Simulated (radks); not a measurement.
Problem. Species: S3.5+. Configuration: [Ne] 3p(up 1, down 1) 3s(up 0.5, down 0) (fractional occupations, a model configuration). All-electron calculation, non-relativistic Kohn-Sham, LDA (Slater exchange, Perdew-Wang correlation), spin-polarised, spherical densities, point nucleus. Program: a radial shooting solver on a logarithmic mesh with Libxc functionals. Some entries of the table are withheld. Estimate them.

| orbital | occ. | eigenvalue (hartree) | <r> (bohr) | <1/r> (bohr^-1) |
|---|---|---|---|---|
| 1s up | 1 | -89.76788 | 0.09756 | 15.51 |
| 1s down | 1 | -89.76214 | 0.09756 | 15.51 |
| 2s up | 1 | -9.60502 | 0.4814 | (1) |
| 2s down | 1 | -9.59819 | 0.4812 | (2) |
| 2p up | 3 | -7.66282 | (3) | 2.961 |
| 2p down | 3 | -7.65599 | (4) | 2.962 |
| 3s up | 0.5 | -2.20762 | (5) | 0.9336 |
| 3s down | 0 | -2.17494 | (6) | 0.9303 |
| 3p up | 1 | -1.76559 | 1.602 | 0.8487 |
| 3p down | 1 | -1.73535 | 1.611 | 0.8436 |

Solution. 
(1) 2s up <1/r> (bohr^-1): 3.045
(2) 2s down <1/r> (bohr^-1): 3.045
(3) 2p up <r> (bohr): 0.4416
(4) 2p down <r> (bohr): 0.4413
(5) 3s up <r> (bohr): 1.488
(6) 3s down <r> (bohr): 1.494
